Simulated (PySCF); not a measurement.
## Arsenic: a sound run and one with changed settings

Sound run: As+ [Ar] 3d10 4s2 4p2, As(2+) [Ar] 3d10 4s2 4p1. Calculation: PySCF 2.14, in cc-pVTZ-DK (6s5p3d1f, 43 functions); the spin-free X2C one-electron Hamiltonian (Gaussian nucleus). In the sound run the correlated levels freeze [Ar] 3d10. The sound run starts from symmetry-adapted Hartree-Fock orbitals and uses a fine grid where one is needed.

Changed run: the non-relativistic Hamiltonian (point nucleus). This setting is unsound on purpose.

| species | method | sound run (hartree) | changed run (hartree) | converged |
| --- | --- | --- | --- | --- |
| As+ | UHF | -2258.66841 | -2218.29767 | yes |
| As+ | TPSS | -2260.29709 | -2219.93883 | yes |
| As+ | MN15 | -2261.83243 | -2221.52663 | yes |
| As+ | MP2 | -2258.72193 | -2218.35183 | yes |
| As+ | CCSD(T) | -2258.73883 | -2218.36960 | yes |
| As(2+) | UHF | -2258.00776 | -2217.63478 | yes |
| As(2+) | TPSS | -2259.61567 | -2219.25376 | yes |
| As(2+) | MN15 | -2261.14839 | -2220.83931 | yes |
| As(2+) | MP2 | -2258.04766 | -2217.67531 | yes |
| As(2+) | CCSD(T) | -2258.06249 | -2217.69105 | yes |

Ionisation energy of As+:

| method | sound run (eV) | changed run (eV) |
| --- | --- | --- |
| UHF | 17.977 | 18.038 |
| TPSS | 18.542 | 18.642 |
| MN15 | 18.614 | 18.703 |
| MP2 | 18.348 | 18.409 |
| SCS-MP2 | 18.273 | 18.335 |
| CCSD | 18.380 | 18.439 |
| CCSD(T) | 18.404 | 18.464 |

Most of the change in total energy is the relativistic energy itself. On top of that the contraction fixes the core shape for the Hamiltonian it was made with, so the changed run is not a good calculation with the other Hamiltonian either.

For comparison, NIST gives 18.589 eV between the lowest levels.
